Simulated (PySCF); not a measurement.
Molecule: SMILES [NH2][GeH2][C](=O)O, CH$_{5}$GeNO$_{2}$.

Mapped SMILES: `[NH2:1][GeH2:2][C:3](=[O:4])[OH:5]`. Hydrogens are named by the atom that carries them.

Geometry PBE0-D3(BJ)/def2-SVP throughout; GIAO in PySCF 2.14, gas phase, one conformer, non-relativistic; equivalent atoms averaged; basis pcSseg-2.

For orientation, KT3 gives these absolute shieldings σ: N1 249.8, Ge2 1454.5, C3 5.5, O4 -115.5, O5 92.0, H(O5) 25.50, H(Ge2) 26.61, H(N1) 31.22 ppm.

A run gave: N1 250.5, Ge2 1389.4, C3 -7.3, O4 -141.1, O5 80.8, H(O5) 25.18, H(Ge2) 26.18, H(N1) 31.05 ppm (absolute shieldings σ).

Task: Which functional was used in that run?
A. CAM-B3LYP
B. HF
C. PBE
D. BP86

Result: C. Ge2 tells them apart best: PBE gives 1389.4, CAM-B3LYP gives 1427.0, BP86 gives 1379.9, HF gives 1599.9 ppm.
